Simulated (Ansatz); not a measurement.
The input (input.yaml):

```yaml
crystal:
  periodic: [false, false, false]
  atoms:
    - { symbol: Si, position_ang: [-0.613842, 1.419865, -1.535209] }
    - { symbol: Al, position_ang: [-0.005267, -0.020681, 0.162312] }
    - { symbol: "N", position_ang: [0.748016, -1.53366, 0.780362] }
    - { symbol: Si, position_ang: [0.237083, -0.852521, 2.269254] }
    - { symbol: H, position_ang: [-1.505031, 0.689742, -2.429873] }
    - { symbol: H, position_ang: [-1.287518, 2.571586, -0.949551] }
    - { symbol: H, position_ang: [0.60562, 1.821389, -2.227522] }
    - { symbol: H, position_ang: [1.252289, -2.415932, 0.476698] }
    - { symbol: H, position_ang: [0.56864, -1.679789, 3.45353] }
total_charge: 1
basis:
  gaussian: { orbitals: STO-3G }
hamiltonian:
  xc: revpbe
md:
  timestep: 0.5
  n_steps: 600
  ensemble: nve
  temperature: 400.0
  initial_velocities: maxwell_boltzmann
  seed: 261041
  masses: [{ species: H, mass: 3.016 }]
```

Run as:

```bash
$ ansatz run input.yaml --threads 1 --pin off --max-ram 2048MiB --backend cpu --events-out ev --progress --plain --runs-dir out
```

Hardware: 1 thread of Arm Neoverse V1, with other jobs on the host.

Task: Roughly how long does this run take, and how much memory?

Result: 17 min, with a peak of 0.09 GiB, for 601 ionic steps.
